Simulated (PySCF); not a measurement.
dibromo(fluoro)methane (CHBr₂F), SMILES FC(Br)Br. Geometry: PBE0-D3(BJ)/def2-SVP.

Computed equilibrium geometry at PBE0-D3(BJ)/def2-SVP (PySCF confirms it by a frequency run) as bond lengths and angles, and its point group:
point group Cs.
Atoms: F1 C2 Br3 Br4 H5. Bonds (Å): F1–C2 1.330, C2–Br3 1.931, C2–Br4 1.931, C2–H5 1.097. Bond angles (°): F1–C2–Br3 109.8, F1–C2–Br4 109.8, F1–C2–H5 110.5, Br3–C2–Br4 112.0, Br3–C2–H5 107.3, Br4–C2–H5 107.3.
Charge 0, spin multiplicity 1.
